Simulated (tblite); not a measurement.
Species: C6H17P.
SMILES: `CCP(C)(C)(C)C`

Method: GFN2-xTB as coded in tblite; computed harmonic values from a numerical Hessian at the method's own geometry, unscaled. Against measured fundamentals such values can be off by several per cent, at times by over 20.

Harmonic wavenumbers (cm⁻¹): 67.2, 97.2, 97.8, 127.6, 142.7, 154.4, 214.4, 251.8, 324.2, 340.3, 355.2, 364.9, 384.3, 396.9, 489.8, 574.9, 601.6, 666.0, 678.3, 690.9, 717.4, 731.4, 759.2, 848.1, 868.2, 896.9, 905.7, 940.1, 977.3, 1014.9, 1074.8, 1244.7, 1268.0, 1296.8, 1299.9, 1304.0, 1348.4, 1415.1, 1434.8, 1436.4, 1438.2, 1439.9, 1440.7, 1448.7, 1500.4, 1506.8, 1508.8, 1511.4, 1520.3, 2909.6, 2930.0, 2983.3, 2986.6, 2993.4, 2995.0, 2996.7, 3001.1, 3005.3, 3010.1, 3014.7, 3022.5, 3027.2, 3033.0, 3036.8, 3038.5, 3049.3.

A = 2649, B = 1506, C = 1494 MHz; mass 120.107 u (most abundant isotopes); point group C1, symmetry number 1.

Question: What is the zero-point energy?

Answer: ½Σν̃ = 46575 cm⁻¹ = 557.17 kJ/mol.

Question: Give the ideal-gas entropy at 298.15 K and 1 bar in the rigid-rotor, harmonic-oscillator model (classical rotation).

Answer: Translation 168.57, rotation 118.74, vibration 145.68: S = 433.0 J/(mol K).

Question: And Cp and H(298.15 K) − H(0)?

Answer: Cp = 193.70 J/(mol K), of which vibrations give 160.44 (their classical limit is 66 R = 548.8); H(298.15 K) − H(0) = 33.87 kJ/mol without the zero-point energy, 23.96 from vibrations.

Question: Blend soft modes into free rotors: weight 1/[1 + (100 cm⁻¹/ν̃)⁴] for the oscillator and the rest for a rotor with moment μB/(μ + B), μ = h/(8π²ν), B = 10⁻⁴⁴ kg m². What vibrational entropy results?

Answer: 138.88 J/(mol K) in place of 145.68, which changes −T·S at 298.15 K by +2.03 kJ/mol.

Question: Which modes carry the vibrational entropy at 298.15 K?

Answer: 67.2 cm⁻¹: 17.71; 97.2 cm⁻¹: 14.68; 97.8 cm⁻¹: 14.63; 127.6 cm⁻¹: 12.48; 142.7 cm⁻¹: 11.58; 154.4 cm⁻¹: 10.95 J/(mol K); the other 60 give 63.64 together.

Hindered rotation and anharmonicity are outside this model. The structure is chiral; the term R ln 2 for an equal mix with its mirror image is left out.

The values belong to the conformer `[CH3:1][CH2:2][P:3]([CH3:4])([CH3:5])([CH3:6])[CH3:7]`: C1–C2–P3–C4 -69°.
